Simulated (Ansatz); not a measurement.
Ga₂P, relaxed as a doublet with UKS B3LYP-D4/def2-TZVP in Ansatz, starting from the GFN1-xTB geometry. Force threshold 0.02 eV/Å.

The relaxation made no stability test and no search for a lower SCF solution. The structure comes from a short search, and lower isomers may exist.

Start:

Cartesian coordinates in Å:
```
Ga 0.7678 0.9937 0.7123
Ga 0.0073 -0.1394 -1.4235
P -0.7750 -0.8543 0.7112
```

**Question.** Estimate the energy that the relaxation releases and the steps that it takes.

**Answer.** 0.37 eV, in 13 steps; 40 s on 4 threads of Arm Neoverse V1 on a shared host. The force fell under the threshold at step 12, but the optimiser went on. No frequencies were taken in this run, so the end may be a saddle point.

**Question.** Does the start keep its bonding and symmetry?

**Answer.** By distances, no bond broke or formed, bridged metal pairs apart. The bond that changes most is Ga1–P3, from 2.41 to 2.21 Å (atoms count from 1). Metal–metal contacts that move far: Ga1–Ga2 2.53 to 3.50 Å. The end is the same structure that another start reached, the lowest one found. Point group Cs at the start, Cs at the end, both within 0.05 Å.

**Question.** Predict the relaxed structure.

**Answer.** 
```csv
atom,x (Å),y (Å),z (Å)
Ga1,0.778,1.058,1.208
Ga2,-0.232,-0.464,-1.783
P3,-0.546,-0.594,0.575
```
Bond lengths (bridged metal pairs left out): 2 × Ga–P 2.21 to 2.38 Å.
